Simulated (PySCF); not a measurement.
Hf(O)2 cation (HfO2), SMILES [O]=[Hf]=[O] (connectivity only; charge and spin as stated), charge +1, multiplicity 2.

Geometry optimised at B3LYP-D3(BJ)/def2-TZVP. The spin state was assumed, not searched. The isomer is the one that the SMILES or the coordinates give; other isomers of the formula were not compared. The def2 effective core potentials stand for the cores of Hf; spin–orbit coupling is left out.

All values below come from TDA-PBE/def2-TZVPD run with PySCF 2.14.0.

Vertical excitations. Gas-phase values at a fixed geometry.

Computed UV-visible absorptions:
```tsv
state	energy (eV)	λ (nm)	f	main pairs
root 1	1.50	828	0.000	β HOMO→LUMO 100 %
root 2	1.70	731	0.000	β HOMO−1→LUMO 100 %
root 3	1.70	727	0.000	β HOMO−2→LUMO 100 %
root 4	2.03	611	0.001	β HOMO−3→LUMO 100 %
root 5	3.07	404	0.040	β HOMO−4→LUMO 80 %
root 6	3.60	344	0.003	β HOMO→LUMO+1 95 %
root 7	3.74	332	0.000	α HOMO−2→LUMO 6 %, β HOMO−1→LUMO+1 94 %
root 8	3.77	329	0.002	α HOMO−3→LUMO 6 %, β HOMO−2→LUMO+1 93 %
root 9	3.89	319	0.002	α HOMO→LUMO 100 %
root 10	4.01	309	0.006	α HOMO−1→LUMO 95 %
```
Unrestricted roots are not spin-pure.
